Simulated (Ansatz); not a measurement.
Question: Predict a relaxed structure of Ca3⁺ (the lowest doublet isomer of a short search), charge 1, doublet, at PBE0/def2-TZVP (Ansatz).

Answer: 
| atom | x (Å) | y (Å) | z (Å) |
| --- | --- | --- | --- |
| Ca1 | -1.990 | -1.052 | -0.805 |
| Ca2 | 0.746 | 2.259 | -0.232 |
| Ca3 | 1.244 | -1.207 | 1.037 |
Point group C2v (tolerance 0.1 Å). This is one stationary point.

The structure comes from a short search, and lower isomers may exist.
